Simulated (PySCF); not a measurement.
# Static response to an electric field

Species: C4H11NSi2.
Geometry (GFN2-xTB, Å), atoms numbered from 1 in this order:
```xyz
18
C4H11NSi2 angstrom
C     -1.4724    1.0940    1.3089
N     -0.3286    0.6715    1.0203
C      0.0721    0.3079   -0.2482
C     -0.5913   -0.5701   -1.0176
Si    -2.2033   -1.4432   -0.6527
C      1.4181    0.8562   -0.5898
Si     2.7466    0.0903    0.5508
H     -1.6966    1.3034    2.3456
H     -2.2598    1.2869    0.5757
H     -0.1030   -0.8472   -1.9447
H     -2.1274   -2.8018   -1.1982
H     -2.4698   -1.5071    0.7870
H     -3.3183   -0.7427   -1.3073
H      1.4169    1.9387   -0.4498
H      1.6466    0.6560   -1.6359
H      4.0503    0.5902    0.0991
H      2.5046    0.4898    1.9332
H      2.7066   -1.3663    0.4117
```

Level: wB97X-D/def2-SVPD (PySCF), static field, nuclei fixed, core orbitals frozen in the response. The polarisability tensor in these axes (au):

```
x   132.38  10.01   4.09
y    10.01 101.33  13.41
z     4.09  13.41 103.71
```

Give the principal values, the mean and the anisotropy Δα = √{½[(α1 − α2)² + (α2 − α3)² + (α1 − α3)²]}.

Principal values 88.52, 111.59 and 137.30 au; mean 112.47 au = 16.67 Å³ = 18.54 × 10⁻⁴⁰ C²·m²/J; Δα = 42.26 au (38 % of the mean).

What is the dipole moment, and where does it point?

(-0.60, 1.24, -0.28) D, 1.40 D in size, pointing from the negative to the positive side. Measured along this direction, the outermost atoms are H18 at the negative end and H9 at the positive end.

What would n − 1 = 2πNα be for an ideal gas of these molecules at 500 K and 1 atm, electronic part alone?

N = p/kT = 1.4678 × 10¹⁹ cm⁻³, so n − 1 = 2π × N × 16.67 × 10⁻²⁴ cm³ = 1537 × 10⁻⁶ at long wavelengths.

Find the Langevin capture rate constant for H3+ (3.023 u) meeting this molecule (129.043 u), k = 2.342 × 10⁻⁹ cm³/s × √(α in Å³ / reduced mass in u).

The reduced mass is 2.95 u, so k = 5.56 × 10⁻⁹ cm³/s. The formula leaves out the permanent dipole, which adds to the capture rate.

Form Σ f/ω² (atomic units) for the 8 lowest TDDFT singlets, given as eV and f, and set it beside the mean polarisability, which is this sum over all singlets: 4.34, 0.0427; 5.71, 0.0804; 6.14, 0.1891; 6.69, 0.0600; 6.75, 0.0553; 7.32, 0.0584; 7.36, 0.0037; 7.43, 0.0102.

They add up to 10.10 au, 9.0 % of the 112.47 au; the largest single term is 3.71 au, from the state at 6.14 eV. Terms in order: 1.67, 1.82, 3.71, 0.99, 0.90, 0.81, 0.05, 0.14 au. Higher excitations give the rest. The strengths listed sum to 0.500.

Isolated species at its GFN2-xTB geometry (one conformer only).
